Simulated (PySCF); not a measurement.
C$_{4}$H$_{2}$F$_{3}$O$_{2}$ (SMILES O=C(C=[C]O)C(F)(F)F), doublet, at a GFN2-xTB geometry. Base run: CAMB3LYP/STO-3G (PySCF).

Here is a job for PySCF.
```python
from pyscf import gto, scf, dft

mol = gto.Mole()
mol.atom = '''
    O     0.82789346    1.23179624    0.36035721
    C     0.28479060    0.17548767    0.04107469
    C     0.94444449   -1.00447552   -0.38586818
    C     2.30150257   -0.89639379   -0.42666776
    O     3.00283525    0.10472525   -0.13516509
    C    -1.25906103    0.06198459    0.09139805
    F    -1.63968948   -0.90302803    0.93919210
    F    -1.75514222   -0.25781263   -1.11120989
    F    -1.83737272    1.19220159    0.47950405
    H     0.40015599   -1.89020288   -0.64832010
    H     2.41379458    0.89616470    0.15978629
'''
mol.basis = 'sto-3g'
mol.spin = 1
mol.verbose = 4
mol.build()

mf = dft.UKS(mol)
mf.xc = 'camb3lyp'
mf.kernel()
```

Variants of this job, named by their change:

| change | ΔE vs base (µEh) | SCF cycles | <S^2> | outcome |
|---|---|---|---|---|
| base | 0.0 | 16 | 0.757 | converged |
| solver = newton | 0.0 | - | 0.757 | converged |
| diis = off (with mf.max_cycle = 100) | - | 100 | - | not converged |
| init_guess = huckel | 0.0 | 21 | 0.757 | converged |
| init_guess = sap | 0.0 | 18 | 0.757 | converged |
| init_guess = mod_huckel | 0.0 | 20 | 0.757 | converged |
| level_shift = 1.0 (with mf.max_cycle = 100) | 0.0 | 36 | 0.757 | converged |
| diis = off; damp = 0.6 (with mf.diis_start_cycle = 200; with mf.max_cycle = 150) | 0.0 | 59 | 0.757 | converged |
| conv_tol_grad = 1e-7 | 0.0 | 22 | 0.757 | converged |
| conv_tol = 1e-12 | 0.0 | 19 | 0.757 | converged |
| diis_space = 4 | 0.0 | 19 | 0.757 | converged |
| DIIS = EDIIS | - | 50 | - | not converged |
| level_shift = 0.5 (with mf.max_cycle = 100) | 0.0 | 24 | 0.757 | converged |

Open shells are given as the SCF converged; they aren't shown to be the lowest states, and a large step between rows can be another state.
